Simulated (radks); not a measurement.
Problem. The iodine anion I-, [Xe], held by a Watson sphere: a shell of charge +1 at radius R that stands for the Madelung well of a crystal (potential energy -1/R inside, -1/r outside, in hartree with lengths in bohr). All-electron calculation, scalar-relativistic Kohn-Sham, LB94 model potential, spin-polarised, spherical densities, finite nucleus; Fermi nuclear charge, rms radius of each element as measured or else 0.836 A^(1/3) + 0.57 fm. Program: a radial shooting solver on a logarithmic mesh with Libxc functionals. Response by self-consistent Sternheimer equations with the Hartree and adiabatic LDA kernel, the relativistic mass of each level held fixed and spin-orbit coupling left out. The sphere does not respond.

| R (bohr) | e(4d) (eV) | e(5s) (eV) | e(5p) (eV) | <r> 5p (bohr) | sum of <r^2> (bohr^2) | X-ray form factor at sin(theta)/lambda = 0.2 1/angstrom | alpha (bohr^3) |
|---|---|---|---|---|---|---|---|
| 2.63 | -56.683 | -22.307 | -11.771 | 2.466 | 68.14 | 42.495 | 35.74 |
| 3.15 | -56.080 | -21.533 | -11.107 | 2.518 | 70.18 | 42.451 | 40.40 |
| 3.18 | -56.046 | -21.491 | -11.068 | 2.520 | 70.28 | 42.450 | 40.67 |
| 3.49 | -55.698 | -21.071 | -10.672 | 2.543 | 71.25 | 42.439 | 43.43 |
| 4.59 | -54.544 | -19.801 | -9.412 | 2.592 | 73.44 | 42.432 | 51.67 |
| 5.76 | -53.553 | -18.783 | -8.386 | 2.611 | 74.43 | 42.435 | 57.00 |
| 5.88 | -53.466 | -18.696 | -8.297 | 2.612 | 74.49 | 42.435 | 57.37 |

Estimate the row for R = 3.99 bohr.

Solution. e(4d) (eV) -55.153; e(5s) (eV) -20.453; e(5p) (eV) -10.065; <r> 5p (bohr) 2.571; sum of <r^2> (bohr^2) 72.45; X-ray form factor at sin(theta)/lambda = 0.2 1/angstrom 42.432; alpha (bohr^3) 47.53.
